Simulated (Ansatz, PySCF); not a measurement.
3,3-difluorocyclobutene (C4H4F2), SMILES FC1(F)C=CC1. Atoms are numbered in the order given.

```xyz
10

F      0.0221    -1.1914     1.0883
C      0.0229    -0.3793     0.0000
F      0.0221    -1.1914    -1.0883
C      1.0553     0.7246     0.0000
C      0.1129     1.6816     0.0000
C     -1.0742     0.7244     0.0000
H      2.1466     0.7119     0.0000
H      0.1603     2.7730     0.0000
H     -1.7051     0.7285    -0.9028
H     -1.7051     0.7285     0.9028
```
Charge 0, spin multiplicity 1.

The structure is a stationary point at B3LYP-D3(BJ)/def2-SVP.

Two levels are set side by side: PBE-D3(BJ)/def2-SVP (Ansatz, a first-principles code) and B3LYP-D3(BJ)/def2-SVP (Ansatz). Each level has its own optimised geometry; the coordinates shown are those of the second. Frequencies come from the Hessian of PySCF at each geometry. Differences are taken from unrounded values.

```
quantity                            B3LYP-D3(BJ)
----------------------------------  ------------
mean bond length (Å)                       1.304
bond F1–C2 (Å)                             1.358
bond C2–F3 (Å)                             1.358
bond C2–C4 (Å)                             1.512
bond C2–C6 (Å)                             1.556
bond C4–C5 (Å)                             1.343
bond C5–C6 (Å)                             1.525
bond C4–H7 (Å)                             1.091
bond C5–H8 (Å)                             1.092
bond C6–H9 (Å)                             1.101
bond C6–H10 (Å)                            1.101
highest harmonic wavenumber (cm⁻¹)          3231
mean harmonic wavenumber (cm⁻¹)             1300
zero-point energy (kcal/mol)               44.59
```

**Question.** What does PBE-D3(BJ) give, and how far is it from B3LYP-D3(BJ)? (An estimate is asked for; the answer gives what the named calculation found.)

**Answer.** 
```json
[
 {"quantity": "mean bond length (Å)", "PBE-D3(BJ)": "1.311", "PBE-D3(BJ) minus B3LYP-D3(BJ)": "0.007"},
 {"quantity": "bond F1–C2 (Å)", "PBE-D3(BJ)": "1.367", "PBE-D3(BJ) minus B3LYP-D3(BJ)": "0.009"},
 {"quantity": "bond C2–F3 (Å)", "PBE-D3(BJ)": "1.367", "PBE-D3(BJ) minus B3LYP-D3(BJ)": "0.009"},
 {"quantity": "bond C2–C4 (Å)", "PBE-D3(BJ)": "1.515", "PBE-D3(BJ) minus B3LYP-D3(BJ)": "0.004"},
 {"quantity": "bond C2–C6 (Å)", "PBE-D3(BJ)": "1.562", "PBE-D3(BJ) minus B3LYP-D3(BJ)": "0.006"},
 {"quantity": "bond C4–C5 (Å)", "PBE-D3(BJ)": "1.352", "PBE-D3(BJ) minus B3LYP-D3(BJ)": "0.009"},
 {"quantity": "bond C5–C6 (Å)", "PBE-D3(BJ)": "1.524", "PBE-D3(BJ) minus B3LYP-D3(BJ)": "-0.001"},
 {"quantity": "bond C4–H7 (Å)", "PBE-D3(BJ)": "1.099", "PBE-D3(BJ) minus B3LYP-D3(BJ)": "0.008"},
 {"quantity": "bond C5–H8 (Å)", "PBE-D3(BJ)": "1.101", "PBE-D3(BJ) minus B3LYP-D3(BJ)": "0.008"},
 {"quantity": "bond C6–H9 (Å)", "PBE-D3(BJ)": "1.110", "PBE-D3(BJ) minus B3LYP-D3(BJ)": "0.008"},
 {"quantity": "bond C6–H10 (Å)", "PBE-D3(BJ)": "1.110", "PBE-D3(BJ) minus B3LYP-D3(BJ)": "0.008"},
 {"quantity": "highest harmonic wavenumber (cm⁻¹)", "PBE-D3(BJ)": "3164", "PBE-D3(BJ) minus B3LYP-D3(BJ)": "-67"},
 {"quantity": "mean harmonic wavenumber (cm⁻¹)", "PBE-D3(BJ)": "1262", "PBE-D3(BJ) minus B3LYP-D3(BJ)": "-38"},
 {"quantity": "zero-point energy (kcal/mol)", "PBE-D3(BJ)": "43.30", "PBE-D3(BJ) minus B3LYP-D3(BJ)": "-1.29"}
]
```

GGA bonds tend to be longer and softer than those of functionals with exact exchange. Differences between two approximate levels are no errors against the true value.
